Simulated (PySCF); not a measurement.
GeH5Si, multiplicity 2. Atoms are numbered in the order given.

```xyz
7

Si     1.6424     0.0933     0.0000
Ge    -0.7390    -0.0067     0.0000
H      2.2475    -0.5183     1.2118
H      2.2475    -0.5183    -1.2118
H     -1.2900     0.7026    -1.2494
H     -1.2900     0.7026     1.2494
H     -1.2601    -1.4595     0.0000
```
Charge 0, spin multiplicity 2.

Geometry optimised at B3LYP-D3(BJ)/def2-TZVP. The isomer is the one that the SMILES or the coordinates give; other isomers of the formula were not compared.

These are TDA-B3LYP/def2-SVPD (PySCF) values and carry that method's errors.

Vertical excitations. Isolated molecule, no solvent.

Computed UV-visible absorptions:
```
state    energy (eV)  λ (nm)      f                                                  main pairs
-------  -----------  ------  -----  ----------------------------------------------------------
root 1          3.78     328  0.011                                            β HOMO→LUMO 97 %
root 2          4.68     265  0.033                                            α HOMO→LUMO 94 %
root 3          4.88     254  0.005  α HOMO→LUMO+2 45 %, β HOMO−1→LUMO 41 %, β HOMO−3→LUMO 12 %
root 4          4.95     250  0.001                      α HOMO→LUMO+2 51 %, β HOMO−1→LUMO 43 %
root 5          5.04     246  0.016                                          α HOMO→LUMO+1 95 %
root 6          5.41     229  0.006                       α HOMO→LUMO+3 7 %, β HOMO−2→LUMO 89 %
root 7          5.63     220  0.000                      β HOMO−3→LUMO 82 %, β HOMO−1→LUMO 16 %
root 8          5.74     216  0.128                       α HOMO→LUMO+3 82 %, β HOMO−2→LUMO 6 %
root 9          5.95     208  0.012                                          α HOMO→LUMO+5 91 %
root 10         5.96     208  0.029                                          α HOMO→LUMO+4 94 %
```
Unrestricted roots are not spin-pure.
